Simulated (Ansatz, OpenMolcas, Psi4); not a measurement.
## BSiH3OF2 (SMILES FB(F)O[SiH3]): the vertical energy of the triplet above the singlet, rung by rung

BSiH3OF2: 8 atoms, total charge 0, spin state singlet. As SMILES, `FB(F)O[SiH3]`. The shape is that of a PBE0-D4/def2-TZVP optimisation.

```xyz
8

F     1.6446   -1.9362    1.0918
B     0.5857   -1.2617    0.6877
F    -0.6077   -1.7939    0.9224
O     0.7266   -0.0844    0.0648
Si   -0.3451    1.0149   -0.5682
H    -1.2346    1.5176    0.5061
H     0.4695    2.1165   -1.1249
H    -1.1469    0.3700   -1.6355
```

Quantity: the vertical energy of the triplet above the singlet, in eV. The values are calculated.

```json
{"level": "HF/cc-pVDZ", "kind": "Hartree–Fock", "program": "Psi4", "value (eV)": "8.62", "less CCSD(T)/cc-pVDZ": "+0.28", "CPU time (all runs)": "18 s"}
{"level": "BLYP/cc-pVDZ", "kind": "GGA", "program": "OpenMolcas", "value (eV)": "7.32", "less CCSD(T)/cc-pVDZ": "-1.02", "CPU time (all runs)": "2 min"}
{"level": "revPBE/cc-pVDZ", "kind": "GGA", "program": "OpenMolcas", "value (eV)": "7.23", "less CCSD(T)/cc-pVDZ": "-1.11", "CPU time (all runs)": "99 s"}
{"level": "M06-L/cc-pVDZ", "kind": "meta-GGA", "program": "OpenMolcas", "value (eV)": "7.81", "less CCSD(T)/cc-pVDZ": "-0.53", "CPU time (all runs)": "2.1 min"}
{"level": "r2SCAN/cc-pVDZ", "kind": "meta-GGA", "program": "Ansatz", "value (eV)": "7.49", "less CCSD(T)/cc-pVDZ": "-0.85", "CPU time (all runs)": "2.3 min"}
{"level": "CAM-B3LYP/cc-pVDZ", "kind": "range-separated hybrid", "program": "Ansatz", "value (eV)": "8.02", "less CCSD(T)/cc-pVDZ": "-0.32", "CPU time (all runs)": "55 s"}
{"level": "HSE06/cc-pVDZ", "kind": "range-separated hybrid", "program": "Ansatz", "value (eV)": "7.68", "less CCSD(T)/cc-pVDZ": "-0.66", "CPU time (all runs)": "75 s"}
{"level": "CCSD(T)/cc-pVDZ", "kind": "coupled cluster or CI", "program": "Ansatz", "value (eV)": "8.34", "less CCSD(T)/cc-pVDZ": "0.00", "CPU time (all runs)": "5.3 min"}
```

Differences are taken from CCSD(T)/cc-pVDZ for orientation; it has basis-set and higher-order errors of its own. The values span 7.23 to 8.62 eV. A triplet this far above the singlet is often a Rydberg-like or dissociative state; sets without diffuse functions put Rydberg states too high. The second state's dipole differs much between rows, so they may not all be the same state. CPU times are rough (shared hosts, several kinds of processor and program).
